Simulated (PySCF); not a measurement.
A structure optimised at TPSSh-D3(BJ)/def2-SVP, used in a PySCF frequency run:

```
O
C 1 1.4147
H 2 1.1035 1 109.43
H 2 1.1035 3 108.21 1 -119.17
H 2 1.1048 3 108.43 4 -117.42
Ga 1 1.7744 2 126.97 3 120.79
H 6 1.5445 1 120.41 2 -180.00
Br 6 2.3010 7 123.84 1 -180.00
```
Charge 0, spin multiplicity 1.

**Question.** Write its SMILES, formula and point group.

**Answer.** C[O][GaH][Br], CH4BrGaO, Cs

**Question.** What are its rotational constants (standard atomic weights)?

**Answer.** 4.8291, 1.5704, 1.1941 GHz
